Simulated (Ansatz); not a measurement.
Consider the formal exchange of groups at the Al–N bond: `F[SiH2][AlH][NH][SiH3]` + GeH₄ → `F[SiH2][AlH][GeH3]` + `N[SiH3]`.

Calculated with Ansatz (gas phase, PBE0-D4/def2-TZVP geometries, no zero-point term in ΔE). CCSD(T)/CBS is the MP2 limit (def2-TZVPP, def2-QZVPP) plus CCSD(T) − MP2 in def2-TZVPP, frozen cores. This one scheme is used for every species. DFT in def2-TZVPP. B3LYP here is the variant with VWN-RPA as its local correlation; programs differ in this. For Ge outer-core shells are correlated without core-valence functions, which leaves a few kJ/mol of doubt a bond. Scalar relativity is left out up to krypton. One conformer a species, not always the lowest.

```csv
level,ΔE (kcal/mol),difference from CCSD(T)/CBS
PBE-D4,16.4,-2.9
r2SCAN-D4,19.0,-0.3
PBE0-D4,16.9,-2.4
B3LYP-D4,19.7,0.4
ωB97X-V,19.7,0.4
ωB97M-V,20.0,0.7
B2PLYP,19.7,0.4
PBE,15.3,-4.0
r2SCAN,18.7,-0.6
PBE0,16.0,-3.3
B3LYP,18.0,-1.3
HF/def2-TZVPP,20.1,0.8
MP2/def2-TZVPP,21.4,2.1
SCS-MP2/def2-TZVPP,21.5,2.2
CCSD/def2-TZVPP,19.7,0.4
CCSD(T)/def2-TZVPP,20.0,0.7
HF/def2-QZVPP,20.5,1.2
MP2/def2-QZVPP,21.1,1.8
SCS-MP2/def2-QZVPP,21.3,2.0
HF/CBS(def2),20.5,1.2
MP2/CBS(def2),20.6,1.3
CCSD/CBS(def2),19.0,-0.3
CCSD(T)/CBS,19.3,0
```

Largest T1 diagnostic among the species: 0.012.

The D4 term adds +1.7 kcal/mol with B3LYP and +0.9 kcal/mol with PBE0; it sums over pairs of atoms, weighted by their polarisabilities, and B3LYP, whose exchange is more repulsive, gets the larger term.
